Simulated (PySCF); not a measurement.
Species: C6H8N2OSi.
SMILES: `C#Cc1c(O[SiH3])cnn1C`

Torsions of this conformer, `[CH:1]#[C:2][c:3]1[c:4]([O:5][SiH3:6])[cH:7][n:8][n:9]1[CH3:10]`: C3–C4–O5–Si6 -177°.

The closed-shell ground state was solved at several levels (PySCF, density fitting, gas phase, non-relativistic). Geometry: PBE0-D3(BJ)/def2-SVP, one conformer, isolated molecule.

```csv
level,basis functions,HOMO (eV),LUMO (eV),gap (eV),dipole (D)
PBE0/def2-SVPD,271,-6.41,-0.68,5.73,0.82
mPW1PW91/pcSseg-1,217,-6.40,-0.63,5.77,0.75
```

Estimate the row for PBE0/pcSseg-1, a basis of 217 functions; the other rows only guide the guess.

HOMO -6.37 eV, LUMO -0.60 eV, gap 5.77 eV, dipole 0.75 D.

How far do the dipole and the HOMO energy spread over the levels?

The dipole runs from 0.75 to 0.82 D (mean 0.77 D) and the HOMO from -6.41 to -6.37 eV.
